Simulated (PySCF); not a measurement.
Does the answer move with the share of exact exchange?

Species: CH5FN2Si.
Z-matrix (Å and degrees, PBE0-D3(BJ)/def2-SVP geometry), rows numbered from 1:
```
C 
N   1  1.2745
N   2  1.3436  1  119.78
Si  3  1.7484  2  129.56  1     3.62
F   4  1.6217  3  102.81  2   176.29
H   1  1.1057  2  124.27  3     0.36
H   1  1.0933  2  118.04  3  -179.93
H   3  1.0148  2  112.25  1   179.87
H   4  1.4880  3  113.00  2   -66.58
H   4  1.4883  3  112.12  2    58.90
```

PySCF, pcSseg-2 basis, density fitting, gas phase, PBE0-D3(BJ)/def2-SVP geometry. One functional is left out:

| functional | exact exchange (%) | HOMO energy (eV) | LUMO energy (eV) | dipole moment (D) |
| --- | --- | --- | --- | --- |
| B97-D | 0 | -5.83 | -1.27 | 1.086 |
| BLYP | 0 | -5.75 | -1.25 | 1.092 |
| BP86 | 0 | -5.98 | -1.44 | 1.083 |
| LDA | 0 | -6.07 | -1.60 | 1.154 |
| OPBE | 0 | -5.82 | -1.22 | 1.023 |
| PBE | 0 | -5.88 | -1.36 | 1.068 |
| B3LYP | 20 | -6.84 | -0.60 | 1.254 |
| PBE0 | 25 | -7.04 | -0.34 | 1.260 |
| mPW1PW91 | 25 | -7.06 | -0.35 | 1.264 |
| BHandHLYP | 50 | -8.10 | 0.62 | 1.455 |

Q: Predict the row of B97-2 (21 % exact exchange) by straight lines through the other rows, and check it.

A: 
| property | line | computed | computed − line | B3LYP (20 %), for comparison |
| --- | --- | --- | --- | --- |
| HOMO energy (eV) | -6.84 | -6.78 | +0.06 | -6.84 |
| LUMO energy (eV) | -0.52 | -0.39 | +0.13 | -0.60 |
| dipole moment (D) | 1.241 | 1.239 | -0.002 | 1.254 |

Q: Which of these properties follows the share of exact exchange most closely, and which least?

A: Most closely the HOMO energy, least the dipole moment; the correlations over the tabulated rows are HOMO energy -0.993, LUMO energy 0.988, dipole moment 0.969. The HOMO energy moves by -0.450 eV for every 10 %. Functionals with the same share still differ in their other parts: at 0 % BLYP and LDA differ by 0.32 eV in it.
